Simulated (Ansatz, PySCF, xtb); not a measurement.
Reaction (SMILES): O=[Si](F)F + 4 [H][H] (H2) → 2 F (HF) + O (H2O) + [SiH4] (SiH4)
Structures are relaxed separately at B3LYP-D3(BJ)/def2-TZVP in Ansatz (a first-principles code).

Wanted: energy of full hydrogenation (enthalpy at 298 K, with B3LYP-D3(BJ) rigid-rotor harmonic-oscillator terms from PySCF), in eV. Correlated levels leave the core frozen unless marked. No spin-orbit coupling. No relativistic terms. CBS(X,Y): correlation extrapolated as X^-3; Hartree-Fock from the larger set.

| level | program | energy of full hydrogenation (eV) |
|---|---|---|
| GFN1-xTB | xtb | 2.24 |
| HF-D3(BJ)/def2-TZVPD | PySCF + dftd3 | 1.02 |
| BLYP/def2-TZVPD | Ansatz | 1.69 |
| BP86-D3(BJ)/def2-TZVPD | PySCF + dftd3 | 1.42 |
| B3LYP-D4/def2-TZVPD | Ansatz + dftd4 | 1.48 |
| PBE0-D4/def2-TZVPD | Ansatz + dftd4 | 1.06 |
| PBE0/def2-TZVP | Ansatz | 1.25 |
| PBE0/def2-QZVPP | Ansatz | 1.06 |
| BHLYP-D3(BJ)/def2-TZVPD | Ansatz + dftd3 | 1.23 |
| TPSSh/def2-TZVPD | PySCF | 1.53 |
| HSE06/def2-TZVPD | Ansatz | 1.04 |
| CAM-B3LYP/def2-TZVPD | Ansatz | 1.35 |
| B2PLYP-D3(BJ)/def2-TZVPD | Ansatz + dftd3 | 1.60 |
| B2PLYP-D4/def2-TZVPD | Ansatz + dftd4 | 1.61 |
| RI-MP2/CBS(cc-pV(T+d)Z,cc-pV(Q+d)Z) | Ansatz | 1.69 |
| SCS-MP2/cc-pV(T+d)Z | Ansatz | 1.71 |
| SCS-MP2/cc-pV(Q+d)Z | Ansatz | 1.67 |
| CCSD/6-31G* | Ansatz | 2.49 |
| CCSD(T)/cc-pVDZ | PySCF | 0.39 |
| CCSD(T)/cc-pV(Q+d)Z | Ansatz | 1.49 |
| CCSD(T)/CBS(cc-pV(T+d)Z,cc-pV(Q+d)Z) | Ansatz | 1.47 |
